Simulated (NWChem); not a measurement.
Species: CH₄AlFOS; SMILES [Al]([F])([SH])[O]C

```xyz
9

Al    -0.1825    -0.1038     0.0514
F     -1.8056    -0.0560     0.4059
O      0.7371     1.2859    -0.0928
C      0.7264     2.6728    -0.0370
H      1.0450     3.1013    -1.0032
H     -0.2716     3.0828     0.2005
H      1.4307     3.0342     0.7324
S      0.7645    -2.0284    -0.2314
H     -0.3905    -2.6956    -0.0073
```
Atoms are numbered in this order, from 1.

Level: PBE0/def2-SVP (NWChem), optimised geometry, unscaled harmonic frequencies. 

### Question
List the harmonic frequencies with IR intensities, and the thermochemistry.

### Answer
| frequency (cm⁻¹) | IR intensity (km/mol) |
|---|---|
| 54 | 0.0 |
| 77 | 3.5 |
| 86 | 3.1 |
| 155 | 17.2 |
| 246 | 0.6 |
| 253 | 28.8 |
| 260 | 93.5 |
| 466 | 32.5 |
| 662 | 4.0 |
| 740 | 100.5 |
| 903 | 115.4 |
| 1188 | 10.7 |
| 1191 | 0.2 |
| 1298 | 454.8 |
| 1476 | 2.6 |
| 1479 | 3.2 |
| 1486 | 14.9 |
| 2713 | 1.0 |
| 3017 | 96.8 |
| 3102 | 37.1 |
| 3108 | 33.5 |

| Item | Value |
|---|---|
| zero-point energy | 34.2 kcal/mol |
| thermal correction to the enthalpy at 298.15 K (with zero-point energy) | 39.8 kcal/mol |
| heat capacity Cv | 23.3 cal/(mol K) |
| entropy at 298.15 K and 1 atm (symmetry number 1) | 89.5 cal/(mol K) |
| dipole moment | 1.04 D |

Rigid rotor and harmonic oscillator; modes under 100 cm⁻¹ make the entropy uncertain.
